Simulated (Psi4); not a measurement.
C2H5N, triplet, geometry from GFN2-xTB (a higher spin typed on purpose: for a closed-shell molecule this is an excited state). Base run: BLYP/STO-3G (Psi4).

Geometry (Å):
```xyz
8

C      1.1822    -0.1870     0.0076
N     -0.1370     0.0281     0.4495
C     -1.1971     0.1838    -0.3555
H      1.5375     0.6472    -0.6148
H      1.8322    -0.2924     0.8766
H      1.2562    -1.0884    -0.6180
H     -1.9313    -0.6156    -0.3366
H     -1.6461     1.1720    -0.3664
```
Charge 0, spin multiplicity 3.
Orbitals are unrestricted.
All else is at Psi4's defaults (density fitting).
Base energy -132.06436 Eh.

Variants of this job, named by their change:

| change | ΔE vs base (mEh) | SCF cycles | grid points | basis functions |
|---|---|---|---|---|
| base | 0.000 | 8 | 171858 | 20 |
| scf_type = disk_df | 0.000 | 8 | 171858 | 20 |
| dft_nuclear_scheme = becke | -0.009 | 8 | 170817 | 20 |
| guess = gwh | 0.000 | 10 | 171858 | 20 |
| dft_spherical_points = 194 | 0.014 | 8 | 110381 | 20 |
| dft_spherical_points = 434 | 0.000 | 8 | 246799 | 20 |
| level_shift = 1.0 | 0.000 | 8 | 171858 | 20 |
| scf_type = out_of_core | 0.989 | 8 | 171858 | 20 |
| dft_nuclear_scheme = stratmann | -0.002 | 8 | 159697 | 20 |
| dft_radial_scheme = multiexp | 0.001 | 8 | 180174 | 20 |
| soscf = true | 0.000 | 5 | 171858 | 20 |
| dft_radial_points = 99 | 0.000 | 8 | 225882 | 20 |
| basis_guess = true | 0.000 | 7 | 171858 | 20 |

Open shells are given as the SCF converged; they aren't shown to be the lowest states, and a large step between rows can be another state.
